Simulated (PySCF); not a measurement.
CsI, SMILES [I][Cs].

Geometry: PBE-D3(BJ)/def2-TZVPD. The def2 effective core potentials stand for the cores of Cs, I; spin–orbit coupling is left out.

Method: PBE-D3(BJ)/def2-TZVPD (PySCF).

Frequencies are harmonic and unscaled.

Computed harmonic wavenumbers and intensities:
```csv
mode,ν (cm⁻¹),IR (km/mol),moving atoms (share of kinetic energy)
1,115,19.5,"I 51 %, Cs 49 %"
```
